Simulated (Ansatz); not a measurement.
Ideal-gas functions of CBr₃Cl, SMILES `ClC(Br)(Br)Br` at 400 K and 1 bar, from an Ansatz frequency run at PBE0-D4/def2-TZVP.

Molar mass 287.18 g/mol, point group C3v (symmetry number 3), electronic degeneracy 1, moments of inertia 578.228, 578.246, 797.288 u Å². Harmonic wavenumbers (cm⁻¹, unscaled): 141, 141, 213, 218, 218, 340, 690, 690, 767.

Use S(trans) = R[1.5 ln M + 2.5 ln T − 1.1517]; rotational temperatures θ = 24.2544 K / I; S(rot) = R[ln(√π/σ · √(T³/θAθBθC)) + 1.5]; for each mode x = 1.438777 ν̃/T, S = R[x/(eˣ − 1) − ln(1 − e⁻ˣ)] and H = RT x/(eˣ − 1); 1 cm⁻¹ = 0.0119627 kJ/mol; R = 8.31446 J/(mol·K).

By hand: the entropy, in J/(mol·K).

Translation 185.6. Rotation: θ = 0.0419, 0.0419, 0.0304 K, giving 123.7. Vibration, mode by mode: 14.05, 14.05, 10.73, 10.55, 10.55, 7.14, 2.61, 2.61, 2.10, in all 74.4. Electronic 0.0. Sum 383.7 J/(mol·K).

By hand: H − E and G − E in kJ/mol, counted from the electronic energy.

Zero-point energy ½ × 3418 × 0.0119627 = 20.4; thermal vibration 15.5; translation, rotation and pV give 4 RT = 13.3. H − E = 49.2 kJ/mol, and G − E = 49.2 − 400 × 383.7/1000 = -104.3 kJ/mol.

Vibration gives 19 % of the entropy, 28.1 J/(mol·K) of it from the modes under 150 cm⁻¹: soft modes count most, and the harmonic formula is weakest for them.
